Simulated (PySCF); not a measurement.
PySCF 2.14 output of an unrestricted BP86 calculation on a single atom or ion in aug-cc-pVQZ-DK3, with the spin-free X2C one-electron Hamiltonian (Gaussian nucleus):

```
SCF conv_tol = 1e-09
number electrons alpha = 28  beta = 23
    A. D. Becke.,  Phys. Rev. A 38, 3098 (1988)
    J. P. Perdew.,  Phys. Rev. B 33, 8822 (1986)
cycle= 1 E= -6793.24223324247  delta_E= -0.00967  |g|= 0.0279  |ddm|= 2.15
cycle= 2 E= -6793.24232198355  delta_E= -8.87e-05  |g|= 0.0103  |ddm|= 0.202
cycle= 3 E= -6793.24233606819  delta_E= -1.41e-05  |g|= 0.00237  |ddm|= 0.0646
cycle= 4 E= -6793.24233726933  delta_E= -1.2e-06  |g|= 0.000197  |ddm|= 0.0218
cycle= 5 E= -6793.24233728747  delta_E= -1.81e-08  |g|= 9.96e-06  |ddm|= 0.00218
cycle= 6 E= -6793.24233728753  delta_E= -6.09e-11  |g|= 4.14e-07  |ddm|= 0.000111
converged SCF energy = -6793.24233728753  <S^2> = 8.7512073  2S+1 = 6.0004024
```

The run itself started from symmetry-adapted Hartree-Fock orbitals and held the occupation by maximum overlap, on a logarithmic radial grid, so the iterations belong to that start.

Question: Which element, charge and spin multiplicity is this?

Answer: Te⁺ (tellurium, charge +1), multiplicity 6; the state was [Kr] 4d10 5s1 5p3 5d1, high-spin 6D determinant (an excited configuration).

The outer electron is Rydberg-like, and this basis confines it to a smaller radius and binds it less than a complete one would.
